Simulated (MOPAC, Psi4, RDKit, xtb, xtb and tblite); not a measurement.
Relaxed torsion scan: SMILES N#C[SiH2][SiH2][SiH3] (CH7NSi3), singlet. Scanned: dihedral C2–Si3–Si4–Si5; all other coordinates were relaxed at GFN2-xTB. GFN2-xTB can order the conformers of Si and Ge chains otherwise than DFT does. Points at φ and −φ are mirror images.

Geometry of the scan point at -120° (Å):
```
12

N      1.9784     0.8496    -2.4309
C      1.9346     0.5020    -1.3395
Si     1.7830    -0.0731     0.4296
Si    -0.3903    -0.7996     0.8226
Si    -1.5244     0.3463     2.4863
H      2.1840     1.1103     1.2016
H      2.8589    -1.0642     0.5439
H     -1.1307    -0.7645    -0.4480
H     -0.3146    -2.2351     1.1483
H     -0.8787     0.1448     3.7869
H     -2.9193    -0.0696     2.6345
H     -1.5259     1.7888     2.2317
```

Levels of theory: GFN2-xTB (xtb and tblite); MMFF94 // GFN2-xTB (RDKit); B3LYP/def2-TZVP // GFN2-xTB (Psi4); B3LYP-D3(BJ)/def2-TZVP // GFN2-xTB (Psi4); PBE/def2-TZVP // GFN2-xTB (Psi4); PBE-D3(BJ)/def2-TZVP // GFN2-xTB (Psi4); MP2/cc-pVTZ = DF-MP2 (frozen core)/cc-pVTZ // GFN2-xTB in Psi4 1.11; HF/cc-pVTZ // GFN2-xTB (Psi4); UFF // GFN2-xTB (RDKit); PM7, restricted, heats of formation // GFN2-xTB (MOPAC); PM3, restricted, heats of formation // GFN2-xTB (MOPAC); GFN1-xTB // GFN2-xTB (xtb).

Least-squares fit of E(φ) = a0 + Σ (a_n cos nφ + b_n sin nφ), n = 1 to 4, to the 12 scan points, in kJ/mol above the lowest point of each profile (levels whose profile four harmonics don't fit are not listed):

```csv
method,a0,a1,b1,a2,b2,a3,b3,a4,b4,rms of fit
GFN2-xTB,1.37,-1.57,0.00,0.10,0.00,0.28,0.00,0.05,0.00,0.02
MMFF94,4.93,-1.95,0.00,0.65,0.00,3.38,0.00,0.04,0.00,0.20
B3LYP/def2-TZVP,2.49,0.63,0.00,0.32,0.00,2.16,0.00,-0.07,0.00,0.13
B3LYP-D3(BJ)/def2-TZVP,2.41,-0.45,0.00,0.00,0.00,2.08,0.00,-0.04,0.00,0.11
PBE/def2-TZVP,2.21,0.30,0.00,0.15,0.00,2.06,0.00,-0.03,0.00,0.09
PBE-D3(BJ)/def2-TZVP,2.26,-0.34,0.00,-0.03,0.00,2.02,0.00,-0.02,0.00,0.08
MP2/cc-pVTZ,2.55,-0.24,0.00,0.05,0.00,2.28,0.00,-0.03,0.00,0.12
HF/cc-pVTZ,2.57,0.71,0.00,0.43,0.00,2.25,0.00,-0.09,0.00,0.19
UFF,4.13,1.71,0.00,0.29,0.00,2.84,0.00,0.05,0.00,0.07
PM7,2.20,0.37,0.00,-0.02,0.00,1.87,0.00,0.02,0.00,0.09
PM3,2.25,2.13,0.00,0.71,0.00,0.81,0.00,-0.04,0.00,0.07
GFN1-xTB,1.17,0.30,0.00,-0.01,0.00,0.80,0.00,-0.09,0.00,0.09
```

MMFF94 has few fitted parameters for silicon.
